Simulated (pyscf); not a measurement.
**O=SiH–OH, singlet**

Gas-phase minimum from PySCF at ωB97X-D3(BJ)/def2-SVP, one conformer. 

```xyz
5

O     -0.2589     0.6478     1.2176
Si    -1.2929    -0.0006     0.3049
O     -1.1931    -1.4630    -0.4250
H     -2.5953     0.5449    -0.1150
H     -0.3901    -1.9743    -0.2605
```

Bond lengths (Å): O1–Si2 1.524, Si2–O3 1.637, Si2–H4 1.473, O3–H5 0.966. Angles (°): O1–Si2–O3 127.3, O1–Si2–H4 127.8, O3–Si2–H4 104.9, Si2–O3–H5 116.6.

Properties at ωB97X-D3(BJ)/def2-SVP:

```yaml
harmonic_wavenumbers_unscaled: 334, 488, 620, 801, 909, 931, 1294, 2357, 3897 cm⁻¹
zero_point_energy: 16.6 kcal/mol
rotational_symmetry_number: 1
Entropy of this conformer at 298 K and 1 atm, rigid rotor and harmonic oscillator, modes under 100 cm⁻¹ raised to 100: 266.7 J/(mol K)
dipole_moment: 2.79 D
```

Single-point totals, which compare only within one level (frozen core for MP2 and CC):

```tsv
level	total energy (hartree)
ωB97X-D3(BJ)/def2-TZVP	-441.31531
PBE/def2-TZVP	-440.97317
r²SCAN/def2-TZVP	-441.17917
B3LYP-D3(BJ)/def2-TZVP	-441.30490
PBE0-D3(BJ)/def2-TZVP	-440.99324
M06-2X/def2-TZVP	-441.19925
ωB97M-D3(BJ)/def2-TZVP	-441.35308
HF/def2-TZVPP	-439.95633
MP2/def2-TZVPP	-440.55201
CCSD/def2-TZVPP	-440.55681
CCSD(T)/def2-TZVPP	-440.58112
```

The CCSD(T) − MP2 part came from Ansatz, without density fitting, on the same reference.
